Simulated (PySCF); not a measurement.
**Pr(OH)3 relaxed at several levels**

Computed with PySCF 2.14.0, def2-SVP on the ligands, density fitting, scalar-relativistic core potentials, no spin-orbit coupling, vacuum. Each row is relaxed at its own level from the same template. Distances are means of the shortest metal–ligand contacts, charges and spins Mulliken's; removal energies are rigid, with the ligand's formal charge and no counterpoise, so too large; for an anion taken off a cation in vacuum most of it is the attraction of opposite charges, and multiply charged cations can part far more cheaply with an electron moved from ligand to metal. lcecp potentials hold a fixed number of 4f electrons in the core, out of states, spins and gaps.

```
level      basis on the metal  point group  M–OH (Å)  charge on M (e)  dipole (D)  removal of one OH (eV)  strongest infrared band, degenerate modes summed (cm⁻¹)  unstable modes (below −25 cm⁻¹)
 PBE0  lcecp-1-SVP with ECP48          C3v     2.132             1.13        1.37                   10.72                                                      365                                0
```

(1) What does the calculation give for TPSS, lcecp-1-SVP with ECP48?

One start shape was tried for each, so a minimum needn't be the lowest isomer.

Results:

(1) point group: C3v, M–OH (Å): 2.144, charge on M (e): 1.02, dipole (D): 1.33, removal of one OH (eV): 10.72, unstable modes (below −25 cm⁻¹): not given.
```xyz
7

Pr    0.0000    0.0000   -0.3376
O     2.1056    0.0000    0.0655
H     3.0185    0.0000    0.3842
O    -1.0528    1.8235    0.0655
H    -1.5092    2.6141    0.3842
O    -1.0528   -1.8235    0.0655
H    -1.5092   -2.6141    0.3842
```
